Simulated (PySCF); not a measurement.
C₇H₅ClO₂ (charge -1 and doublet state).
Geometry (PBE0-D3(BJ)/def2-SVP, Å), atoms numbered from 1 in this order:
```xyz
15
C7H5ClO2 angstrom
O     -2.600   -1.598   -0.051
C     -2.057   -0.484   -0.076
O     -2.873    0.628   -0.233
C     -0.671   -0.186    0.037
C      0.275   -1.257    0.196
C      1.626   -1.019    0.306
C      2.117    0.306    0.265
Cl     3.842    0.609    0.408
C      1.218    1.385    0.113
C     -0.136    1.148    0.001
H     -3.746    0.218   -0.284
H     -0.117   -2.277    0.226
H      2.331   -1.847    0.426
H      1.609    2.406    0.085
H     -0.826    1.986   -0.116
```

Computed, not measured: PBE0-D3(BJ)/def2-SVP geometry optimisation, gas phase in PySCF.

Masses are those of the commonest isotopes; rigid-rotor values at the optimised geometry. The values belong to one conformer with, in the numbering `[O-:1][C:2]([OH:3])[c:4]1[cH:5][cH:6][c:7]([Cl:8])[cH:9][cH:10]1`, O1–C2–O3–H 0°, O1–C2–C4–C5 0°.

Task: Give the principal moments of inertia and the rotational constants in MHz.

Result: Ia = 132.12, Ib = 932.36, Ic = 1064.48 u·Å²; 505379 MHz·u·Å²/I gives A = 3825, B = 542.0, C = 474.8 MHz.

Task: What kind of rotor is it?

Result: A near-prolate asymmetric top: κ = (2 × 542.0 − 3825 − 474.8)/(3825 − 474.8) = -0.96.

Task: Is it planar, by Δ = Ic − Ia − Ib?

Result: Planar: Δ = Ic − Ia − Ib = 0.00 u·Å². For a rigid frame Δ = −2 Σ m c², so it vanishes when all atoms lie in the ab plane; here none is more than 0.01 Å from it.

Task: Where do the levels up to J = 3 lie, in MHz?

Result: Above 0(0,0):
J = 1: 1(0,1) 1017, 1(1,1) 4300, 1(1,0) 4367
J = 2: 2(0,2) 3049, 2(1,2) 6266, 2(1,1) 6468, 2(2,1) 16317, 2(2,0) 16318
J = 3: 3(0,3) 6096, 3(1,3) 9215, 3(1,2) 9619, 3(2,2) 19367, 3(2,1) 19372, 3(3,1) 35951, 3(3,0) 35951

Task: Predict some low-J microwave lines.

Result: The dipole components (about the centre of mass, as the species is charged) are |μa| = 2.38 D, |μb| = 1.37 D, |μc| = 0.00 D; the mirror of this Cs structure is the ab plane, so μc vanishes by symmetry and there are no c-type lines. The squared components, which scale the intensities, stand as 1.00 : 0.33 (a : b). Some lines, for components of 0.1 D or more:

```tsv
type	branch	J(Ka,Kc)	MHz	lower level (cm⁻¹)
a	Q	3(1,2) ← 3(1,3)	404	0.307
a	Q	4(1,3) ← 4(1,4)	673	0.438
a	R	1(0,1) ← 0(0,0)	1017	0.000
a	R	2(0,2) ← 1(0,1)	2033	0.034
b	R	5(0,5) ← 4(1,4)	2071	0.438
a	R	4(2,3) ← 3(2,2)	4066	0.646
a	R	5(2,4) ← 4(2,3)	5082	0.782
a	R	5(4,1) ← 4(4,0)	5086	2.109
a	R	5(3,2) ← 4(3,1)	5088	1.335
a	R	5(2,3) ← 4(2,2)	5102	0.782
b	R	5(1,5) ← 4(0,4)	7904	0.339
b	Q	5(2,3) ← 5(1,4)	9485	0.636
b	Q	4(2,2) ← 4(1,3)	9631	0.461
b	Q	3(2,2) ← 3(1,3)	10152	0.307
b	R	2(2,1) ← 1(1,0)	11950	0.146
b	R	3(2,2) ← 2(1,1)	12899	0.216
b	R	4(2,3) ← 3(1,2)	13815	0.321
b	Q	3(3,1) ← 3(2,2)	16584	0.646
b	Q	5(3,3) ← 5(2,4)	16592	0.951
b	R	4(3,1) ← 3(2,2)	20653	0.646
b	R	5(3,3) ← 4(2,2)	21659	0.782
b	Q	5(4,2) ← 5(3,3)	23213	1.505
b	R	5(5,1) ← 4(4,0)	34934	2.109
```

Task: Estimate the classical rotational partition function at 100 K, 298.15 K and 500 K.

Result: Point group Cs, symmetry number σ = 1; q = (√π/σ)·√((kT/h)³/(ABC)), k/h = 20836.6 MHz/K: 170000 at 100 K, 875000 at 298.15 K, 1900000 at 500 K.

For this open shell read J as N, the rotation without spin; fine and hyperfine splittings come on top. No PBE0-D3(BJ)/def2-SVP frequencies stand behind this structure, so it isn't proved a minimum. ⟨S²⟩ = 0.766 (exact for a doublet: 0.75). Whether the extra electron is bound in the gas phase wasn't checked; a finite basis holds it in any case. The geometry's basis has no diffuse functions, a weakness for an anion. No vibrational averaging or centrifugal distortion is included, and the geometry carries the error of its method. Quadrupole hyperfine structure (35Cl) is left out.
